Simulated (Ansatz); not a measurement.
Computed with Ansatz.

A structure relaxed at PBE0-D4/def2-TZVP, charge 0, multiplicity 1:

```json
{"atom": "Se1", "x (Å)": "2.320", "y (Å)": "-0.663", "z (Å)": "2.218"}
{"atom": "C2", "x (Å)": "1.271", "y (Å)": "-0.310", "z (Å)": "0.842"}
{"atom": "O3", "x (Å)": "-0.017", "y (Å)": "-0.127", "z (Å)": "0.916"}
{"atom": "Sn4", "x (Å)": "-1.148", "y (Å)": "0.273", "z (Å)": "-0.710"}
{"atom": "H5", "x (Å)": "1.715", "y (Å)": "-0.234", "z (Å)": "-0.160"}
{"atom": "H6", "x (Å)": "-0.945", "y (Å)": "-1.069", "z (Å)": "-1.732"}
{"atom": "H7", "x (Å)": "-0.508", "y (Å)": "1.710", "z (Å)": "-1.351"}
{"atom": "H8", "x (Å)": "-2.687", "y (Å)": "0.420", "z (Å)": "-0.023"}
```

Give its formula and SMILES.

CH4OSeSn, `[Se]=C[O][SnH3]`.

Point group (tolerance 0.08 Å, 0.16 Å for H)?

Cs.

Summarise the bond lengths by kind.

1 × C–Se 1.766 Å; 1 × C–O 1.303 Å; 1 × C–H 1.098 Å; 1 × O–Sn 2.020 Å; 3 × H–Sn 1.692 to 1.699 Å.
